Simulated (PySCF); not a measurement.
PySCF job for Ir(OH)2 (H₂IrO₂), SMILES [OH][Ir][OH] (connectivity only; charge and spin as stated), neutral, multiplicity 4, C-PCM-B3LYP/def2-SVP. The structure is a stationary point at PBE-D3(BJ)/def2-TZVP. The spin state was assumed, not searched. The def2 effective core potentials stand for the cores of Ir; spin–orbit coupling is left out. One conformer was computed; it need not be the lowest.

```python
import numpy as np
from pyscf import gto, scf, dft
from pyscf.solvent import pcm

mol = gto.M(
    atom='''
    Ir   -0.00000000   -0.00000000   -0.03241215
    O     1.88952072   -0.05846202    0.05667223
    H     2.35203119    0.37572703    0.79448993
    O    -1.88952072    0.05846203    0.05667223
    H    -2.35203118   -0.37572703    0.79448994
    ''',
    basis='def2-SVP',
    ecp={'Ir': 'def2-svp'},
    charge=0,
    spin=3,
    max_memory=1600,
    verbose=3,
)
mf = dft.UKS(mol, xc='b3lyp').density_fit(auxbasis='def2-universal-jkfit')
mf.grids.level = 3
mf.conv_tol = 1e-9
mf.max_cycle = 100
mf.kernel()
fine, coarse = mf.grids, dft.Grids(mol).set(level=1).build(with_non0tab=True)
for _ in range(3):  # follow internal instabilities
    mf.grids = coarse
    mo, _, stable, _ = mf.stability(return_status=True, nroots=4)
    mf.grids = fine
    if stable:
        break
    mf.kernel(mf.make_rdm1(mo, mf.mo_occ))
res = {}
for name, eps in {'water': 78.355, '2-propanol': 19.264, 'diethylether': 4.24}.items():
    s = mf.PCM()
    s.with_solvent.method, s.with_solvent.eps, s.with_solvent.lebedev_order = 'C-PCM', eps, 29
    s.kernel(mf.make_rdm1())
    res[name] = (s.e_tot, eps, s.dip_moment(), s.mo_energy, s.converged)
    print(f'{name}: electrostatic solvation free energy {(s.e_tot - mf.e_tot) * 627.509474:.3f} kcal/mol')
```

It prints:

```

WARN: HOMO -0.612824878860668 >= LUMO -0.637882004689767

SCF not converged.
SCF energy = -255.864047884142 after 100 cycles  <S^2> = 3.7551414  2S+1 = 4.0025699
<class 'pyscf.df.df_jk.DFUKS'> wavefunction has an internal instability
converged SCF energy = -255.873437399253  <S^2> = 3.7594725  2S+1 = 4.0047335
<class 'pyscf.df.df_jk.DFUKS'> wavefunction is stable in the internal stability analysis

WARN: PCM is an experimental feature. It is still in testing.
Features and APIs may be changed in the future.

converged SCF energy = -255.884092281786  <S^2> = 3.7594105  2S+1 = 4.0047025
Dipole moment(X, Y, Z, Debye):  0.00159,  0.00251,  2.67370
water: electrostatic solvation free energy -6.686 kcal/mol

WARN: PCM is an experimental feature. It is still in testing.
Features and APIs may be changed in the future.

converged SCF energy = -255.883618430914  <S^2> = 3.7594115  2S+1 = 4.004703
Dipole moment(X, Y, Z, Debye):  0.00158,  0.00244,  2.64166
2-propanol: electrostatic solvation free energy -6.389 kcal/mol

WARN: PCM is an experimental feature. It is still in testing.
Features and APIs may be changed in the future.

converged SCF energy = -255.881457723644  <S^2> = 3.759419  2S+1 = 4.0047067
Dipole moment(X, Y, Z, Debye):  0.00153,  0.00216,  2.50247
diethylether: electrostatic solvation free energy -5.033 kcal/mol
```

The calculation finished and met its thresholds.
